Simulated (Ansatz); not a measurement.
`[SH][Ge][Cl]` + HCl → `[Cl][Ge][Cl]` + H₂S at 298.15 K and 1 bar (ligand exchange at a Ge–S bond).

Computed with Ansatz on PBE0-D4/def2-TZVP structures; ΔE is electronic, products minus reactants. CBS: MP2 limit from def2 TZ/QZ plus the TZ coupled-cluster correction, frozen cores. This one scheme is used for every species. For Ge outer-core shells are correlated without core-valence functions, which leaves a few kJ/mol of doubt a bond. Scalar relativity is left out up to krypton. One conformer a species, not always the lowest.

```json
{"species": "`[SH][Ge][Cl]`", "CCSD(T)/CBS energy (Eh)": "-2934.32884", "H − E (kJ/mol)": "42.2", "S (J/(mol·K))": "307.8"}
{"species": "HCl", "CCSD(T)/CBS energy (Eh)": "-460.38127", "H − E (kJ/mol)": "26.6", "S (J/(mol·K))": "186.8"}
{"species": "`[Cl][Ge][Cl]`", "CCSD(T)/CBS energy (Eh)": "-2995.74627", "H − E (kJ/mol)": "18.9", "S (J/(mol·K))": "295.4"}
{"species": "H₂S", "CCSD(T)/CBS energy (Eh)": "-398.97279", "H − E (kJ/mol)": "49.9", "S (J/(mol·K))": "205.7"}
```

H − E and S are ideal-gas, rigid-rotor, harmonic terms from PBE0-D4/def2-TZVP, for one conformer and one mirror image of each species. 1 Eh = 2625.50 kJ/mol, R = 8.31446 J/(mol·K).

By hand: ΔE, ΔH, ΔS and ΔG.

ΔE = (-2995.74627) + (-398.97279) − (-2934.32884) − (-460.38127) = -0.00895 Eh = -23.5 kJ/mol. Δ(H − E) = 18.9 + 49.9 − 42.2 − 26.6 = 0.0, so ΔH = -23.5 kJ/mol. ΔS = 295.4 + 205.7 − 307.8 − 186.8 = 6.5 J/(mol·K). ΔG = -23.5 − 298.15 × (6.5)/1000 = -25.4 kJ/mol.

By hand: the equilibrium constant, and the temperature at which ΔG would vanish if ΔH and ΔS stayed fixed.

log₁₀ K = −ΔG/(RT ln 10) = 4.4. ΔH and −TΔS have one sign here, so there is no such temperature.

The number of gas molecules stays the same, so ΔS is small and ΔH decides. A doubt of 5 kJ/mol in ΔE shifts log₁₀ K by 0.9 here. Other conformers and mirror images would add mixing entropy, several J/(mol·K) or more a flexible species. These are equilibria of isolated gas molecules and say nothing of rates. Largest T1 diagnostic: 0.014 (customary marks: 0.02 for closed shells, 0.045 for open ones).

ΔS is within the doubt of such terms, so its sign, and with it that verdict, could turn.
